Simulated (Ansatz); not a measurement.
`O[SiH2]S[SiH2]F`, relaxed with RKS PBE-D4/def2-SVP in the Gaussian-basis code of Ansatz from a rough embedded geometry. The force threshold is 0.03 eV/Å; the program also tests the step.

The species carries charge 0 and has multiplicity 1.

Start:

```xyz
10

O     0.469    1.587    2.128
Si    0.072    1.064    0.681
S     0.511   -0.986    0.743
Si   -0.246   -1.380   -1.276
F     0.562   -0.454   -2.296
H     0.967    0.942    2.742
H    -1.363    1.261    0.444
H     0.932    1.732   -0.338
H    -0.176   -2.808   -1.556
H    -1.729   -0.958   -1.272
```

How much energy does the relaxation release, and in how many steps? (An estimate is asked.)

The calculation gave: 54.72 kJ/mol, in 26 steps, 2 of them rejected.

Which bonds change most? (An estimate is asked.)

Computed: O1–Si2 from 1.588 to 1.676 Å; Si2–S3 from 2.097 to 2.175 Å; O1–H6 from 1.020 to 0.974 Å; S3–Si4 from 2.191 to 2.146 Å.

Give the relaxed structure. (Best estimate.)

Computed: 
```xyz
10

O    -0.394    1.004    1.914
Si    0.515    1.242    0.527
S     1.386   -0.591   -0.255
Si   -0.403   -1.427   -1.096
F    -0.672   -0.843   -2.604
H     0.089    0.638    2.677
H    -0.446    1.826   -0.458
H     1.709    2.125    0.760
H    -0.188   -2.905   -1.203
H    -1.596   -1.068   -0.262
```
